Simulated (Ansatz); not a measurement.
Program: Ansatz 0.2.0.

GeH₈OSi₂, SMILES `[OH][GeH]([SiH3])[SiH3]` at its PBE0-D4/def2-TZVP geometry, where that method's forces vanish. The species carries charge 0 and has multiplicity 1.

```csv
atom,x (Å),y (Å),z (Å)
O1,-1.689,-0.423,-1.277
Ge2,-0.132,-0.605,-0.393
Si3,1.278,1.062,-1.344
Si4,-0.515,-0.328,1.952
H5,-2.321,-1.106,-1.042
H6,0.423,-2.027,-0.661
H7,2.608,0.991,-0.680
H8,0.693,2.407,-1.108
H9,1.447,0.840,-2.803
H10,-1.564,-1.278,2.413
H11,-0.967,1.060,2.236
H12,0.739,-0.594,2.706
```

Task: For each bond, give half the difference of the two atoms' forces along it (eV/Å; positive pushes the atoms apart) under PBE-D4, r2SCAN-D4, B3LYP-D4, ωB97M-V in def2-TZVPP. (An estimate is asked.)

Result: The calculation gave: 
```tsv
bond	length (Å)	PBE-D4	r2SCAN-D4	B3LYP-D4	ωB97M-V
O1–Ge2	1.799	0.39	0.11	0.28	0.15
O1–H5	0.960	0.38	0.05	-0.04	-0.07
Ge2–Si3	2.382	-0.07	-0.01	0.06	0.00
Ge2–Si4	2.393	-0.12	-0.03	0.06	0.01
Ge2–H6	1.550	0.05	-0.04	-0.05	-0.09
Si3–H7	1.488	0.09	-0.01	-0.07	-0.09
Si3–H8	1.486	0.08	-0.01	-0.07	-0.10
Si3–H9	1.485	0.08	-0.02	-0.09	-0.11
Si4–H10	1.489	0.09	-0.01	-0.08	-0.11
Si4–H11	1.486	0.09	-0.01	-0.07	-0.10
Si4–H12	1.488	0.08	-0.01	-0.07	-0.09
```

B3LYP here is the variant with VWN-RPA as its local correlation; programs differ in this.
